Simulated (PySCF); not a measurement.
C₄H₆Ge, SMILES C#C[C](=C)[GeH3].

Geometry optimised at B3LYP-D3(BJ)/def2-SVP. This is a generated structure with no PubChem entry under its InChIKey; it may be hypothetical.

These are PBE0/def2-TZVP (PySCF) values and carry that method's errors.

Isolated molecule, no solvent.

Computed frontier levels, gap, dipole moment and polarisability:
| Quantity | Result |
|---|---|
| highest occupied level | -7.22 eV |
| lowest empty level | -1.22 eV |
| orbital gap | 6.00 eV |
| dipole moment | 0.40 D |
| quadrupole, principal values (traceless, Buckingham form, about the centre of nuclear charge) | -5.84, -0.48, 6.32 D·Å |
| mean static polarisability | 79.3 bohr³ (11.75 Å³) |
| polarisability, principal values | 53.5, 80.2, 104.2 bohr³ |
